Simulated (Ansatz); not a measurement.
Born–Oppenheimer molecular dynamics of CH₅FSZn (9 atoms, charge 0, multiplicity 1). It starts at the highest image of a converged band. Of that band: A vibrational analysis at the climbing image gives one clearly imaginary mode, 274i cm⁻¹, and a faint second one (15i cm⁻¹) that may be numerical noise or a soft torsion: probably a first-order saddle point.

These are results of RKS revPBE-D4/def2-SVP in Ansatz 0.2.0, not measurements.

```yaml
ensemble: NVE (velocity Verlet)
time_step: 0.5 fs
steps_asked: 200
starting_velocities_drawn_for: 300 K
seed: 10825
```

First frame:

```xyz
9
Properties=species:S:1:pos:R:3
Zn 0.296 -0.135 0.024
F 1.353 -1.352 1.111
C -0.311 0.287 -1.785
H 0.923 -0.529 2.066
S 0.065 0.695 2.422
H 0.492 0.804 -2.351
H -0.579 -0.638 -2.335
H -1.198 0.951 -1.757
H -1.040 -0.082 2.604
```

Question: How far do the bonds stretch over the last three quarters of this one trajectory? (Pairs bonded in most of those frames.)

Answer: 
| bond | mean (Å) | spread (Å) | shortest | longest |
| --- | --- | --- | --- | --- |
| Zn1–F2 | 1.847 | 0.037 | 1.79 | 1.90 |
| Zn1–C3 | 1.955 | 0.017 | 1.93 | 1.98 |
| Zn1–S5 | 2.786 | 0.109 | 2.61 | 2.95 |
| C3–H6 | 1.111 | 0.017 | 1.08 | 1.14 |
| C3–H7 | 1.112 | 0.022 | 1.08 | 1.14 |
| C3–H8 | 1.110 | 0.018 | 1.08 | 1.14 |
| H4–S5 | 1.400 | 0.034 | 1.34 | 1.46 |
| S5–H9 | 1.366 | 0.031 | 1.32 | 1.41 |

Mean temperature of the second half: 207 K. The conserved energy stayed within 0.13 meV per atom of its start (net change 0.065 meV per atom), so the integration is sound. A run of 0.1 ps of so small a system gives no equilibrium averages. The orbitals stay closed-shell, which can raise the energy where a bond breaks towards radicals; this wasn't checked here.

The run took 3.2 min on 2 threads of Intel(R) Xeon(R) 6975P-C (Granite Rapids), with other jobs on the host, peak memory 0.16 GiB.
